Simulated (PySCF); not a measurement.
**Two-component Hartree-Fock for Sr³⁵⁺ (strontium, charge +35)**

Start: [He] 2s1; 2s1/2 filled at m_j = +1/2. Calculated with PySCF 2.14 in an uncontracted even-tempered set (17 s from 15 bohr⁻², ratio 2.4; 12 p from 19 bohr⁻², ratio 2.4; 5 d from 59 bohr⁻², ratio 2.6; 4 f from 89 bohr⁻², ratio 2.6): generalised Hartree-Fock with the X2C-1e Hamiltonian and a Gaussian nucleus; one run each with spin-orbit coupling (SO) switched off, then screened by Boettger's factors.

```json
{"spinor shell": "1s1/2", "electrons": "2", "ε, spin-free (eV)": "-19162.7", "ε, screened SO (eV)": "-19162.7", "weight of nominal j (screened SO)": "1.000", "rms radius, screened SO (bohr)": "0.0446"}
{"spinor shell": "2s1/2", "electrons": "1", "ε, spin-free (eV)": "-4614.8", "ε, screened SO (eV)": "-4614.8", "weight of nominal j (screened SO)": "1.000", "rms radius, screened SO (bohr)": "0.172"}
```

```
   quantity    spin-free  screened SO
E (hartree)  -1617.74638  -1617.74638
        M_J          1/2          1/2
       ⟨J²⟩        0.750        0.750
       ⟨L²⟩        0.000        0.000
       ⟨S²⟩        0.750        0.750
```

Each row is a mean over spinors that exchange with the open shell spreads, by up to 24.207 eV (1s1/2).

Breit and QED terms are absent; they matter most for the inner s and p1/2 levels.

Densities and radii are taken from the X2C orbitals without a picture-change correction, which distorts them close to the nucleus.

Without spin-orbit coupling the j labels of p, d and f shells carry no meaning; the spin-free column gives the mean over the occupied spinors of each nl shell.
